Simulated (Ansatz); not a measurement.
The cluster Cd2F2⁺, relaxed as a quartet with UKS r2SCAN-D4/def2-TZVP in Ansatz, starting from the r2SCAN-D4/def2-TZVP geometry of the charge +1 doublet. Force threshold 0.02 eV/Å.

In the def2 sets Cd takes a core potential; there is no spin–orbit coupling. In the quartet, F3 and F4 lie 1.99 Å apart (atoms count from 1), so these atoms are partly bonded to each other. The relaxation made no stability test and no search for a lower SCF solution. At r2SCAN-D4/def2-TZVP a doublet of charge 1 lies 2.89 eV below the quartet, each at its own geometry. The structure comes from a short search, and lower isomers may exist.

Start:

```xyz
4

Cd    0.6470    0.8564    0.0800
Cd   -1.8746   -2.4857   -0.2383
F    -0.5515   -0.7457   -0.0888
F     1.7790    2.3751    0.2471
```

```json
{"step": "1", "energy (eV)": "-14555.8193", "largest force component (eV/Å)": "3.619", "SCF passes": "133"}
{"step": "2", "energy (eV)": "-14556.6204", "largest force component (eV/Å)": "1.794", "SCF passes": "177"}
{"step": "3", "energy (eV)": "-14557.0586", "largest force component (eV/Å)": "0.799", "SCF passes": "82"}
{"step": "4", "energy (eV)": "-14557.2753", "largest force component (eV/Å)": "0.323", "SCF passes": "78"}
{"step": "5", "energy (eV)": "-14557.3488", "largest force component (eV/Å)": "0.098", "SCF passes": "53"}
{"step": "6", "energy (eV)": "-14557.3667", "largest force component (eV/Å)": "0.024", "SCF passes": "85"}
{"step": "7", "energy (eV)": "-14557.3679", "largest force component (eV/Å)": "0.004", "SCF passes": "74"}
{"step": "8", "energy (eV)": "-14557.3681", "largest force component (eV/Å)": "0.005", "SCF passes": "58"}
{"step": "9", "energy (eV)": "-14557.3691", "largest force component (eV/Å)": "0.064", "SCF passes": "60"}
{"step": "10", "energy (eV)": "-14557.3707", "largest force component (eV/Å)": "0.060", "SCF passes": "49"}
{"step": "11", "energy (eV)": "-14557.3729", "largest force component (eV/Å)": "0.085", "SCF passes": "48"}
{"step": "13", "energy (eV)": "-14557.3837", "largest force component (eV/Å)": "0.044", "SCF passes": "81"}
{"step": "15", "energy (eV)": "-14557.3968", "largest force component (eV/Å)": "0.058", "SCF passes": "59"}
{"step": "17", "energy (eV)": "-14557.4189", "largest force component (eV/Å)": "0.087", "SCF passes": "101"}
{"step": "19", "energy (eV)": "-14557.4381", "largest force component (eV/Å)": "0.061", "SCF passes": "97"}
{"step": "21", "energy (eV)": "-14557.4884", "largest force component (eV/Å)": "0.158", "SCF passes": "48"}
{"step": "23", "energy (eV)": "-14557.5928", "largest force component (eV/Å)": "0.355", "SCF passes": "46"}
{"step": "25", "energy (eV)": "-14557.7916", "largest force component (eV/Å)": "0.482", "SCF passes": "32"}
{"step": "27", "energy (eV)": "-14557.9199", "largest force component (eV/Å)": "0.134", "SCF passes": "29"}
{"step": "29", "energy (eV)": "-14558.0611", "largest force component (eV/Å)": "0.207", "SCF passes": "30"}
{"step": "31", "energy (eV)": "-14558.0873", "largest force component (eV/Å)": "0.047", "SCF passes": "28"}
{"step": "32", "energy (eV)": "-14558.0883", "largest force component (eV/Å)": "0.004", "SCF passes": "25"}
```

Force components are those of the run's own axes.

End:

```xyz
4

Cd    1.555    0.929   -1.146
Cd   -1.555   -0.930    1.145
F    -0.094   -0.703   -0.697
F     0.095    0.704    0.698
```

Bonds formed: Cd2–F4 (atoms count from 1).

The force fell under the threshold at step 7, but the optimiser went on and released 0.720 eV more. No frequencies were taken in this run, so the end may be a saddle point.

It took 7.6 min on 4 threads of Arm Neoverse V1 on a shared host.
